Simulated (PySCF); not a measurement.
Isomers of C3H6OSi. Level of theory: TDDFT CAM-B3LYP/def2-SVPD, vertical, gas phase, core orbitals frozen in the response in PySCF 2.14.0, density-fitted response routines. Geometries: GFN2-xTB; one conformer of each isolated species. Triplets are in the Tamm–Dancoff approximation.

A. `CC#C[SiH2]O`
B. `C[Si@H]1C=CO1`
C. `C#CC[SiH2]O`
D. `O=C[SiH]1CC1`

Lowest singlet levels (six at most, fewer where fewer were computed) with oscillator strengths:

1. 219 nm (f 0.006); 210 nm (f 0.082); 185 nm (f 0.029); 176 nm (f 0.013); 176 nm (f 0.005); 167 nm (f 0.026); T1 3.90 eV
2. 213 nm (f 0.000); 200 nm (f 0.009); 194 nm (f 0.000); 172 nm (f 0.006); 169 nm (f 0.030); 167 nm (f 0.011); T1 5.02 eV
3. 190 nm (f 0.002); 183 nm (f 0.027); 181 nm (f 0.001); 177 nm (f 0.007); 168 nm (f 0.028); 166 nm (f 0.008); T1 5.48 eV
4. 372 nm (f 0.000); 240 nm (f 0.219); 189 nm (f 0.005); 186 nm (f 0.027); 186 nm (f 0.002); 178 nm (f 0.000); T1 2.68 eV

Question: Match each spectrum to its molecule.

Answer: 1 = B, 2 = A, 3 = C, 4 = D.
- A: S1 at 5.83 eV, HOMO→LUMO (69%); Löwdin shares by element: HOMO carbon 81%, silicon 7%; LUMO silicon 28%, carbon 25% or more, oxygen 21% (atoms not listed hold the other 27%); HOMO -9.07 and LUMO 0.64 eV.
- B: S1 at 5.65 eV, HOMO→LUMO+1 (66%), HOMO→LUMO (29%); Löwdin shares by element: HOMO carbon 58% or more, oxygen 32%, silicon 4%; LUMO carbon 39%, silicon 28% (atoms not listed hold the other 34%); HOMO -8.02 and LUMO 1.02 eV.
- C: S1 at 6.51 eV, HOMO→LUMO+3 (32%), HOMO→LUMO+5 (13%), HOMO→LUMO (12%); Löwdin shares by element: HOMO carbon 78%, silicon 8%; LUMO silicon 25%, oxygen 21%, carbon 14% or more, hydrogen 11% or more (atoms not listed hold the other 29%); HOMO -8.92 and LUMO 0.95 eV.
- D: S1 at 3.33 eV, HOMO-1→LUMO (94%); S1 has the pattern of n→π* at C=O; HOMO -8.48 and LUMO -0.58 eV; point group Cs, 2 of its 6 listed states under f = 0.0005.
